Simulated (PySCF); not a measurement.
An unknown is described by computed data only.

Formula: C3H15FSi4.

| Quantity | Value |
| --- | --- |
| NMR, other nuclei | isotropic shieldings of nuclei other than C and H, by class: 462 (1 F), 392 (1 Si), 416 (1 Si), 463 (2 Si) ppm [GIAO PBE0/pcSseg-1] |
| Rotational structure | rotational constants A, B, C: 1.140, 0.475, 0.432 GHz [GFN2-xTB] |
| Dipole | 1.71 D [PBE0/pcSseg-1] |
| 13C NMR | chemical shifts (computed TMS as zero) by class: 82.0 (1 C), 11.1 (1 C), 6.7 (1 C) ppm [GIAO PBE0/pcSseg-1] |
| 1H NMR | chemical shifts (computed TMS as zero) by class: 5.02 (2 H), 3.84 (3 H), 3.59 (6 H), 0.67 (2 H), 0.65 (2 H) ppm [GIAO PBE0/pcSseg-1] |

The electronic properties come from PySCF, for the isolated species, density fitting. Levels stand in brackets. Isolated species at its GFN2-xTB geometry (one conformer only). GFN2-xTB frequencies show an imaginary mode (40i cm⁻¹), so this geometry is no minimum at that level. NMR classes are plain means over equivalent atoms (diastereotopic ones count apart unless rotation or inversion swaps them), as if these changed places fast.

Question: Propose a structure and show how it fits.

Answer: Numbering: `[F:1][CH2:2][Si:3]([SiH3:4])([SiH3:5])[CH2:6][CH2:7][SiH3:8]`. Its formula, C3H15FSi4, gives 0 degrees of unsaturation, so no ring and no π bond. 3 carbons fall into 3 classes; from least to most shielded: sp3 C–F carbon [C2] (82.0 ppm), sp3 carbon bound to silicon [C6] (11.1 ppm), sp3 carbon bound to silicon [C7] (6.7 ppm). Hydrogen classes from least to most shielded: 2 H on an sp3 C–F carbon, C2 (5.02 ppm), 3 H on an SiH3 silicon, Si8 (3.84 ppm), 6 H on 2 SiH3 silicons, Si4/Si5 (3.59 ppm), 2 H on an sp3 carbon bound to silicon, C6 (0.67 ppm), 2 H on an sp3 carbon bound to silicon, C7 (0.65 ppm). The other shieldings belong to: 462 ppm, alkyl fluorine [F1]; 392 ppm, four-coordinate silicon [Si3]; 416 ppm, SiH3 silicon [Si8]; 463 ppm, SiH3 silicon [Si4/Si5]. By its constants the optimised geometry is an asymmetric top. Structure: `FC[Si]([SiH3])([SiH3])CC[SiH3]`. The assignments are read from this structure; whether some other isomer fits the data as well wasn't checked.

Shape of the structure used: `[F:1][CH2:2][Si:3]([SiH3:4])([SiH3:5])[CH2:6][CH2:7][SiH3:8]`: F1–C2–Si3–Si4 -67°, C2–Si3–C6–C7 176°, Si3–C6–C7–Si8 179°.
